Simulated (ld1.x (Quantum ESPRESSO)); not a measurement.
cobalt (Co), ultrasoft: configuration errors across variants

| Property | Result |
| --- | --- |
| Element | Co (Z = 27) |
| Generator | ld1.x (Quantum ESPRESSO) 7.5 |
| Type | ultrasoft |
| Functional | PBEsol |
| Relativity | scalar-relativistic |
| Frozen core | [Ne] 3s2 |
| Valence charge | 15 |
| Reference configuration | 3p6 3d7 4s1.5 4p0 (charge +0.5) |
| Partial waves | 4s (bound): rcut 1.40, rcutus 1.90 bohr; 4s channel at 3.95 Ry: rcut 1.40, rcutus 1.90 bohr; 3p (bound): rcut 1.15, rcutus 1.35 bohr; 4p (bound, empty): rcut 1.15, rcutus 1.35 bohr; 3d (bound): rcut 1.00, rcutus 1.25 bohr; 3d channel at 0.1 Ry: rcut 1.00, rcutus 1.25 bohr |
| Local potential | all-electron potential smoothed inside 1.75 bohr (lloc = -2) |
| Core correction | a·sin(br)/r model core, default radius (core density twice the valence density) |
| Augmentation charge | PSQ, inside the norm-conserving radii |

All-electron excitation energies from the reference (eV): (1) 3p6 3d7 4s2 4p0 -3.613; (2) 3p6 3d7 4s1 4p0 5.433; (3) 3p6 3d7 4s0 4p0 22.130; (4) 3p6 3d6 4s2 4p0 11.598.

Tests that are not counted but printed errors over 1 eV. “base”: 3p6 3d5 4s0 4p0 (solver errors, printed error -1516 eV). “waves 4s (bound): rcut 1.40, rcutus 2.14 bohr; 4s channel at 3.95 Ry: rcut 1.40, rcutus 2.14 bohr”: 3p6 3d5 4s0 4p0 (solver errors, printed error -1516 eV). “waves 4s (bound): rcut 1.40, rcutus 2.44 bohr; 4s channel at 3.95 Ry: rcut 1.40, rcutus 2.44 bohr”: 3p6 3d5 4s0 4p0 (solver errors, printed error -1516 eV). “waves 4s (bound): rcut 1.40, rcutus 2.64 bohr; 4s channel at 3.95 Ry: rcut 1.40, rcutus 2.64 bohr”: 3p6 3d5 4s0 4p0 (solver errors, printed error -1516 eV).

4 further variants failed, have other tests or too few solved ones, and are left out.

Errors AE − PS in meV (a dash: test not solved or not reliable):

| change | (1) | (2) | (3) | (4) | bound ghosts |
| --- | --- | --- | --- | --- | --- |
| base | +0.6 | -0.2 | +1.6 | +11 | none |
| waves 4s (bound): rcut 1.40, rcutus 2.14 bohr; 4s channel at 3.95 Ry: rcut 1.40, rcutus 2.14 bohr | +0.5 | -0.3 | +1.5 | +10 | none |
| waves 4s (bound): rcut 1.40, rcutus 2.44 bohr; 4s channel at 3.95 Ry: rcut 1.40, rcutus 2.44 bohr | +0.5 | -0.2 | +1.2 | +16 | none |
| waves 4s (bound): rcut 1.40, rcutus 2.64 bohr; 4s channel at 3.95 Ry: rcut 1.40, rcutus 2.64 bohr | +0.6 | -0.2 | +1.1 | +21 | none |

(1) Give the same row for: waves 4s (bound): rcut 1.40, rcutus 2.84 bohr; 4s channel at 3.95 Ry: rcut 1.40, rcutus 2.84 bohr.

Results:

(1) +1.1, +0.1, +1.1, –; bound ghosts: none.
